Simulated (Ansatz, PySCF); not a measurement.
Gas-phase reaction 3 R1 + R2 → P1 + P2 + P3 + P4, each structure at its B3LYP-D3(BJ)/def2-TZVP stationary point, reached from a drawn start (curvature not checked).
P1: CH4 (SMILES C), charge 0, multiplicity 1.
R1: H2 (SMILES [H][H]), charge 0, multiplicity 1.
P2: HCl (SMILES Cl), charge 0, multiplicity 1.
P3: HF (SMILES F), charge 0, multiplicity 1.
P4, SiH4 (SMILES [SiH4]) (charge 0, multiplicity 1):
```xyz
5

Si     0.000     0.000     0.000
H      0.855     0.855     0.855
H     -0.855    -0.855     0.855
H     -0.855     0.855    -0.855
H      0.855    -0.855    -0.855
```
R2: CH4ClFSi (SMILES C[SiH](F)Cl), charge 0, multiplicity 1.

P less R. No zero-point or thermal terms.

Frozen-core correlation throughout.

The values were computed with Ansatz (an electronic-structure program); PySCF for the D3/D4 terms. Each number belongs to the level named beside it.

**Question.** One of these levels gives 1.887 eV for the reaction energy. Which one is it?
(A) BLYP-D3(BJ)/def2-TZVPP
(B) CCSD/cc-pV(D+d)Z
(C) HF/cc-pV(Q+d)Z

**Answer.** A, BLYP-D3(BJ)/def2-TZVPP. The others give 1.573 (HF/cc-pV(Q+d)Z), 1.256 (CCSD/cc-pV(D+d)Z)
